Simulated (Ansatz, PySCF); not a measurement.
System: sum formula SnOF, net charge 0, doublet state. It need not be the lowest isomer of its formula. SMILES: [O]=[Sn][F]
Geometry: optimised at B3LYP-D3(BJ)/def2-TZVP (Ansatz, a quantum-chemistry and plane-wave program).

Property: atomisation energy (electronic, to ground-state atoms), in kcal/mol. Valence correlation only, unless marked. UHF or UKS for open shells. Spin-orbit coupling is left out. The frozen core is the preceding noble-gas configuration, with the filled d and f shells of earlier blocks. Past Kr the def2 sets carry scalar-relativistic core potentials. The coupled-cluster limit lacks core correlation, which all-electron functionals hold. CBS marks a two-point X^-3 extrapolation of the correlation energy; Hartree-Fock from the larger set. The bracket is a focal-point correction in the basis named.

| level | program | atomisation energy (kcal/mol) |
|---|---|---|
| B3LYP/def2-TZVPD | Ansatz | 199.7 |
| MN15-D3(BJ)/def2-TZVPD | PySCF + dftd3 | 199.5 |
| B2PLYP-D4/def2-TZVPD | Ansatz + dftd4 | 199.9 |
| RPA@PBE/def2-QZVPP | Ansatz | 180.1 |
| SCS-MP2/def2-SVP | Ansatz | 173.0 |
| CCSD/def2-SVP | Ansatz | 164.9 |
| RI-MP2/CBS(def2-TZVPPD,def2-QZVPPD)+[CCSD(T)-MP2]/def2-TZVPPD | Ansatz | 200.1 |
